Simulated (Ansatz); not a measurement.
Job for Ansatz (an electronic-structure program): U-CCSD(T)/cc-pVTZ on C3H5 (SMILES [CH2]C=C), 2S+1 = 2, atoms moved off the minimum.

Ansatz 0.2 input:
```yaml
crystal:
  periodic: [false, false, false]
  atoms:
    - {symbol: C, position_ang: [-0.67481821, 0.53206714, -0.99332649]}
    - {symbol: C, position_ang: [0.07529128, -0.40691531, -0.28959926]}
    - {symbol: C, position_ang: [0.58197832, -0.15699133, 1.04700002]}
    - {symbol: H, position_ang: [-1.12634701, 0.29579490, -1.87681668]}
    - {symbol: H, position_ang: [-0.95827467, 1.41870291, -0.62927390]}
    - {symbol: H, position_ang: [0.33159450, -1.36794901, -0.69803579]}
    - {symbol: H, position_ang: [1.17851610, -0.82807835, 1.47589815]}
    - {symbol: H, position_ang: [0.46534297, 0.73369118, 1.47553184]}
basis:
  gaussian:
    orbitals: cc-pVTZ
magnetization: {spin_polarized: true, initial_magnetization: 1}
correlation: {method: ccsd_t, electrons: outside_noble_gas}
scf: {omitted_lower_state_checks: [cluster_reference]}
output: {forces: true}
```

Task: What total energy does the run end on?

Result: -117.0077 hartree (reference determinant -116.4902, T1 diagnostic 0.031). Its determinant has ⟨S²⟩ = 0.99, a mixture of spin states.

Task: How many basis functions does it have, and what does it roughly cost on one machine?

Result: 160 functions; very roughly 10 core-minutes.
